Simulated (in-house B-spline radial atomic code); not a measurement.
Values are calculated unless marked as measured or tabulated.
Correlation energy from the adiabatic connection: −V exp(−r²/w²), V = 5.04, w = 6.25

Two electrons in a singlet, external potential −V exp(−r²/w²), V = 5.04, w = 6.25 (atomic units). Full CI in B-splines (partial waves to l = 8, correlation up to 0.6 % small) with the density held fixed gives W(λ) = <V_ee>_λ − U, and E_c is the integral of W(λ) − W(0) from 0 to 1.

```csv
λ,W(λ) − W(0) (hartree)
0,0.00000
0.02,-0.00199
0.05,-0.00490
0.12,-0.01138
0.25,-0.02236
0.4,-0.03353
0.6,-0.04635
0.8,-0.05722
1,-0.06654
```

Integrate the table by the trapezoid rule.

The strips give -0.00002, -0.00010, -0.00057, -0.00219, -0.00419, -0.00799, -0.01036, -0.01238, which sum to -0.03780 hartree. The direct value, W(1) − W(0) + T_c with T_c = 0.02862, is -0.03792; the curve is convex, so chords lie above it and the trapezoids fall short in size by 0.32 %.

Now use only three numbers: W(0) = -0.49995, the initial slope W'(0) = -0.1003 (extrapolated from the first points) and the strong-coupling limit of the point-charge-plus-continuum model, W∞ = -0.68368. What do second-order theory and the interpolation W(λ) = W∞ + (W(0) − W∞)/√(1 + 2χλ) of Seidl, Perdew and Levy give?

Second order keeps the slope alone: E_c = W'(0)/2 = -0.05015, +32 % in size against -0.03792. Matching the slope fixes χ = W'(0)/(W∞ − W(0)) = -0.1003/(-0.18373) = 0.54591. Integrating, with s = √(1 + 2χ) = 1.446312, E_c = −(W(0) − W∞)(s − 1)/(s + 1) = −0.18373 × 0.446312/2.446312 = -0.03352 hartree, -11.6 % in size against the full result. At λ = 1 the formula gives W − W(0) = -0.05670 against -0.06654. Part of the miss can come from the model's W∞.
